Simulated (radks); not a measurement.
Q: The copper ion Cu10+, configuration [Ar] 3d1. Method: scalar-relativistic Kohn-Sham, exchange-only LDA, spin-polarised, spherical densities, point nucleus; open shells are filled with parallel spins first; computed with a radial shooting solver on a logarithmic mesh with Libxc functionals. Some entries of the table are withheld. Estimate them.

orbital  occ.  eigenvalue (Ry)  <r> (bohr)  <1/r> (bohr^-1)
1s up       1        -669.3816     0.05223            29.10
1s down     1        -669.3805     0.05223            29.10
2s up       1        -98.66810      0.2352            6.324
2s down     1        -98.56867      0.2351            6.328
2p up       3        -88.06026      0.2063            6.208
2p down     3        -87.98415      0.2062            6.212
3s up       1        -26.42619      0.6469              (1)
3s down     1        -26.26624      0.6479              (2)
3p up       3        -23.18698      0.6499            2.119
3p down     3        -23.02749      0.6513            2.113
3d up       1        -18.11175      0.6247            1.942
3d down     0        -17.93959      0.6268            1.937

A: 
(1) 3s up <1/r> (bohr^-1): 2.217
(2) 3s down <1/r> (bohr^-1): 2.212
